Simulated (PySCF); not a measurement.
**SMILES CO[SiH2][GeH2][O]C, C$_{2}$H$_{10}$GeO$_{2}$Si**

Molfile (atoms numbered from 1):
```
C2H10GeO2Si
     RDKit          3D

 16 15  0  0  0  0  0  0  0  0999 V2000
   -3.0667    0.2354    0.4832 C   0  0  0  0  0  0  0  0  0  0  0  0
   -2.4452   -1.0045    0.3267 O   0  0  0  0  0  0  0  0  0  0  0  0
   -0.9050   -1.4176    0.6098 Si  0  0  0  0  0  4  0  0  0  0  0  0
    0.5753    0.0716   -0.4432 Ge  0  0  0  0  0  4  0  0  0  0  0  0
    1.9738   -0.0208    0.6522 O   0  0  0  0  0  0  0  0  0  0  0  0
    3.1737    0.6842    0.4593 C   0  0  0  0  0  0  0  0  0  0  0  0
   -3.9958    0.2221   -0.0872 H   0  0  0  0  0  0  0  0  0  0  0  0
   -3.2948    0.4168    1.5360 H   0  0  0  0  0  0  0  0  0  0  0  0
   -2.4288    1.0449    0.1139 H   0  0  0  0  0  0  0  0  0  0  0  0
   -0.9172   -2.7427    0.0050 H   0  0  0  0  0  0  0  0  0  0  0  0
   -0.5999   -1.4488    2.0445 H   0  0  0  0  0  0  0  0  0  0  0  0
    1.1294   -0.2212   -1.8447 H   0  0  0  0  0  0  0  0  0  0  0  0
    0.2928    1.5835   -0.5896 H   0  0  0  0  0  0  0  0  0  0  0  0
    3.8120    0.4912    1.3235 H   0  0  0  0  0  0  0  0  0  0  0  0
    2.9982    1.7608    0.3800 H   0  0  0  0  0  0  0  0  0  0  0  0
    3.6906    0.3541   -0.4459 H   0  0  0  0  0  0  0  0  0  0  0  0
  1  2  1  0
  2  3  1  0
  3  4  1  0
  4  5  1  0
  5  6  1  0
  1  7  1  0
  1  8  1  0
  1  9  1  0
  3 10  1  0
  3 11  1  0
  4 12  1  0
  4 13  1  0
  6 14  1  0
  6 15  1  0
  6 16  1  0
M  END
```

Computed with GIAO KT3/pcSseg-1 magnetisability, rotational g tensor and spin-rotation constants, non-relativistic, gas phase in PySCF. Geometry: GFN2-xTB.

The calculation is non-relativistic, which matters for the atoms heavier than Zn.

Give the nuclear spin-rotation constants along the inertial axes (H = +C I·J) beside the isotropic shieldings.

Rotational constants 4.5839, 0.8795, 0.8248 GHz. A star marks the isotopologue with that one atom substituted, in its own axes.
```tsv
atom	isotope	Caa (kHz)	Cbb (kHz)	Ccc (kHz)	mean (kHz)	σ (ppm)
H7	1H	0.028	-0.064	-0.067	-0.034	27.8
H8	1H	-0.395	-0.077	0.020	-0.151	28.0
H9	1H	-0.018	-0.036	-0.090	-0.048	28.1
H10	1H	-0.397	-0.043	0.015	-0.142	26.5
H11	1H	-0.420	-0.030	0.008	-0.147	26.4
H12	1H	-0.264	-0.070	0.011	-0.108	26.7
H13	1H	-0.335	0.016	-0.051	-0.124	26.3
H14	1H	-0.351	-0.011	-0.042	-0.135	27.7
H15	1H	-0.469	0.017	-0.055	-0.169	28.3
H16	1H	-0.333	-0.090	0.022	-0.133	28.2
C1	13C*	1.050	0.151	0.163	0.455	129.2
O2	17O*	-0.264	-0.067	-0.026	-0.119	330.1
Si3	29Si*	-2.434	-0.523	-0.532	-1.163	385.6
Ge4	73Ge*	-1.205	-0.259	-0.243	-0.569	1428.3
O5	17O*	-0.428	-0.030	-0.019	-0.159	336.4
C6	13C*	0.664	0.209	0.199	0.357	124.1
```
For the geometry as given, no vibrational averaging.

How do the rotational constants and the g tensor change when H7, H8, H9, H10, H11, H12, H13, H14, H15, H16 are replaced by deuterium?

Constants 3.6132, 0.7648, 0.7187 GHz; g -0.0386, -0.0094, -0.0104, against -0.0489, -0.0108, -0.0119 before.
